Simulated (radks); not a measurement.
Coulomb parameter of the 4f shell of neutral thulium in the model configuration [Xe] 4f11.5 5d1.5 6s2, as a second difference U = [E(n + 0.25) + E(n - 0.25) - 2 E(n)] / (0.25)^2 with all orbitals relaxed. "Bare": the charge of the atom changes with n. "Screened": the 5d shell takes up the change at fixed total charge, which measures U(4f,4f) + U(5d,5d) - 2 U(4f,5d). Calculated with a radial shooting solver on a logarithmic mesh with Libxc functionals: Dirac Kohn-Sham, LDA (Slater exchange, Perdew-Wang correlation), spin-unpolarised, spherical densities, point nucleus; open shells are shared between the two j in proportion to 2j + 1.

case,configuration,E - E(n) (eV)
start,[Xe] 4f11.5 5d1.5 6s2,0.000
bare +0.25,[Xe] 4f11.75 5d1.5 6s2,-2.841
bare -0.25,[Xe] 4f11.25 5d1.5 6s2,3.757
screened +0.25,[Xe] 4f11.75 5d1.25 6s2,-2.430
screened -0.25,[Xe] 4f11.25 5d1.75 6s2,2.801

U(bare) = 14.656 eV, U(screened by 5d) = 5.944 eV, against the Slater integral F0(4f,4f) = 34.176 eV with frozen orbitals. The step up makes a negative ion, whose loosely bound charge lowers the bare value.
